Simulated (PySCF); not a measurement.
**SMILES [H]/N=[CH]\[GaH2-][NH3+], CH$_{7}$GaN$_{2}$: coupling constants with relativity**

Geometry:
```tsv
atom	x (Å)	y (Å)	z (Å)
N1	2.371	-0.712	-0.012
C2	1.516	0.058	0.544
Ga3	-0.027	0.942	-0.385
N4	-1.545	-0.481	0.164
H5	2.175	-0.781	-1.020
H6	1.671	0.194	1.637
H7	-0.019	0.697	-1.952
H8	-0.695	2.237	0.228
H9	-1.663	-0.521	1.177
H10	-2.448	-0.240	-0.243
H11	-1.298	-1.419	-0.154
```

Level of theory for the indirect couplings: PBE0/pcJ-1 (dyall-v2z on Ga), isolated molecule, finite nuclei, PBE0-D3(BJ)/def2-SVP geometry (PySCF integrals, density fitting).

Non-relativistic values:
```
    coupling             atoms  J (Hz)
1J(69Ga,13C)          Ga3 – C2   232.5
1J(69Ga,15N)          Ga3 – N4    23.3
 1J(69Ga,1H)       Ga3 – H7/H8   645.7
2J(69Ga,15N)          Ga3 – N1     5.1
 2J(69Ga,1H)          Ga3 – H6    98.9
 2J(69Ga,1H)  Ga3 – H9/H10/H11    -2.7
 3J(69Ga,1H)          Ga3 – H5    64.7
```

**Question.** What do two-component X2C with spin–orbit coupling give?

**Answer.** 
```tsv
coupling	atoms	with spin–orbit (Hz)
1J(69Ga,13C)	Ga3 – C2	246.3
1J(69Ga,15N)	Ga3 – N4	28.3
1J(69Ga,1H)	Ga3 – H7/H8	722.1
2J(69Ga,15N)	Ga3 – N1	6.4
2J(69Ga,1H)	Ga3 – H6	115.2
2J(69Ga,1H)	Ga3 – H9/H10/H11	-2.5
3J(69Ga,1H)	Ga3 – H5	74.4
```

The largest listed coupling, 1J(69Ga,1H), ends at 1.12 times its non-relativistic value. Equivalent partners are averaged, as under fast rotation. Couplings to strongly quadrupolar nuclei (69Ga) are seldom resolved in solution.
